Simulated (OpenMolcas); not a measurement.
**neutral phosphorus: CASPT2 settings compared**

```json
{
 "Program": "OpenMolcas 26.06",
 "Basis": "ANO-R1 [4s3p1d]",
 "Scalar Hamiltonian": "X2C, finite nucleus",
 "Active space": "5 electrons in 4 orbitals (3s 3p)",
 "State averaging": "2S+1 = 4 odd, 1 root; 2S+1 = 2 odd, 8 roots kept (CI in the orbitals of an earlier block)",
 "Spin-orbit coupling": "RASSI with atomic mean-field integrals over the reference wave functions, term energies averaged over their components"
}
```

Methods on the same reference wave functions:
A. CASSCF
B. SS-CASPT2, IPEA 0.3 Eh, no level shift (closed shells correlated: 2s 2p)
C. XMS-CASPT2, IPEA 0.6 Eh, imaginary shift 0.05 Eh (closed shells correlated: 2s 2p)

Energies in cm-1 above 3s2 3p3 4S* 3/2, the measured ground level; measured values from NIST Handbook of Basic Atomic Spectroscopic Data.

```json
{"Level": "3s2 3p3 4S* 3/2", "A": "0.0", "B": "0.0", "C": "0.0", "Measured": "0.0"}
{"Level": "3s2 3p3 2D* 3/2", "A": "15811", "B": "14030", "C": "13680", "Measured": "11361"}
{"Level": "3s2 3p3 2D* 5/2", "A": "15821", "B": "14040", "C": "13690", "Measured": "11377"}
{"Level": "3s2 3p3 2P* 1/2", "A": "21388", "B": "21190", "C": "20480", "Measured": "18723"}
{"Level": "3s2 3p3 2P* 3/2", "A": "21391", "B": "21190", "C": "20490", "Measured": "18748"}
```

Deviations, from unrounded energies. A percentage is the sum of absolute deviations over the sum of measured energies, with the sign that they share, or ± where signs differ.

```csv
Against measurement,Levels,A,B,C
mean absolute deviation (cm-1),4,3600,2600,2000
other terms of the ground configuration (%),4,+23.6,+17.0,+13.5
```

C lies closest to measurement on these levels and A furthest from it. The largest miss of C in the table is 3s2 3p3 2D* 3/2, by +2300 cm-1. The ranking rests on the paired levels alone, and a cruder setting can come out closer through cancelling errors.

Between B and C the level of the table that moves most is 3s2 3p3 2P* 1/2, by 710 cm-1 (lowest in C, highest in B). Moves below CASPT2's spread within the term are not significant.

The mean deviations of B to C differ by less than CASPT2's widest spread within a term (720 cm-1), so their order carries little weight.

From A to B the spin-free energies of the other terms of 3s2 3p3 shown, above 4S*, scale by factors of 0.89 to 0.99.

The lowest spin-free term lies below A's lowest term by 0.071 hartree in B, 0.062 hartree in C.

Term energies are means over components that CASPT2 splits; among the terms shown or strongly mixed into the levels shown the widest spread is 720 cm-1 (3s2 3p3 2D*, C). Terms from blocks run as CI alone lack orbitals of their own. Without dynamic correlation excited terms often stand tens of per cent too high (terms of higher spin than the ground term too low), and those without a measured partner can miss by more than the paired ones (holds for A). Some terms miss by over 15 % even with CASPT2, which points to a basis or an active space too small for the shells correlated (holds for B; C). Computed and measured levels are paired by configuration, term and J; levels that our copy of the source lacks, or whose pairing is in doubt (as where it misses far off the trend of its configuration), stay unpaired and out of the deviations. Levels of configurations outside the active space are missing.

* marks odd parity.
